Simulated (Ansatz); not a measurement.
Ansatz (a first-principles code) input (B3LYP/def2-SVP):

Ansatz 0.2 input:
```yaml
crystal:
  periodic: [false, false, false]
  atoms:
    - {symbol: K, position_ang: [-0.00000000, -0.00000000, -0.96563690]}
    - {symbol: F, position_ang: [0.00000000, 0.00000000, 2.03856679]}
basis:
  gaussian:
    orbitals: def2-SVP
hamiltonian:
  xc: {name: B3LYP}
total_charge: 1
magnetization: {spin_polarized: true, initial_magnetization: 1}
output: {forces: true}
```

From the last part of the output:

```
WARN ansatz: RAYON_NUM_THREADS=1 ignored (pool sized by the plan → 1); use --threads N
Functional definition: B3LYP
integrals: 0.01 GiB planned
354 factors; integrals over basis functions are off by at most 6.7e-4 eV
mean field: 0.13 GiB planned
mean field evaluation 1: about -18987.3351 eV, gradient 8.1e1 eV
mean field evaluation 2: about -18673.7139 eV, gradient 1.3e2 eV
mean field evaluation 4: about -19026.6376 eV, gradient 2.6e1 eV
mean field evaluation 8: about -19029.7569 eV, gradient 3.7e-1 eV
mean field evaluation 16: about -19029.7609 eV, gradient 9.5e-5 eV
mean field evaluation 32: about -19029.6241 eV, gradient 4.5e0 eV
mean field -19029.76093246 eV, -699.3308154325 hartree, gradient 1.7e-7 eV, S^2 0.751173; 1 other end points of the search recorded, 0 dependent functions left out
the calculation of the forces begins
reference -19029.76121851 eV, -699.3308259449 hartree; 14, 13 occupied and 24, 25 virtual orbitals, 354 factors
Total energy: -19029.76121851 eV, -699.3308259449 hartree
Atom 0 at    -0.000000    -0.000000    -0.965637 Å, force    -0.000000     0.000000     0.057024 eV/Å
Atom 1 at     0.000000     0.000000     2.038567 Å, force     0.000000    -0.000000    -0.057024 eV/Å
Dipole moment:     0.000000    -0.000000    -0.892954 e Å
```

The dipole moment of an ion depends on the origin.
